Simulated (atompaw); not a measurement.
# An all-electron radial function and its pseudo partner (W (Z = 74))

Columns: radius, all-electron u(r) and pseudo u(r) of the 6s shell (level -7.26 eV) of tungsten in the configuration [Xe] 4f14 5d4 6s1.75 6p0; PBE, scalar-relativistic, PAW (atompaw) scheme, atompaw 4.2.0.5.

```tsv
r (bohr)	all-electron	pseudo
0.115	-0.0904	0.0479
0.231	0.0151	0.0958
0.346	0.1899	0.1429
0.462	0.0910	0.1895
0.577	-0.0986	0.2346
0.692	-0.2429	0.2784
0.808	-0.3038	0.3210
0.923	-0.2888	0.3614
1.038	-0.2212	0.3998
1.154	-0.1221	0.4362
1.269	-0.0105	0.4700
1.385	0.1032	0.5015
1.500	0.2096	0.5300
1.615	0.3053	0.5557
1.731	0.3890	0.5786
1.846	0.4587	0.5984
1.962	0.5161	0.6152
2.077	0.5609	0.6287
2.192	0.5949	0.6390
2.308	0.6193	0.6462
2.423	0.6350	0.6501
2.538	0.6433	0.6509
2.654	0.6453	0.6484
2.769	0.6418	0.6428
2.885	0.6338	0.6339
3.000	0.6221	0.6221
```

(1) How many radial nodes do the two functions have?

(2) Is the pseudo-wave norm-conserving?

Answers

(1) The all-electron 6s function has n − l − 1 = 5 (the table is too coarse to show those close to the nucleus); the pseudo-wave has 0, since the states of the same l below it are removed with the core.

(2) No, it belongs to a PAW set: the norm inside the radius is not constrained, and the difference is carried by the augmentation charge.
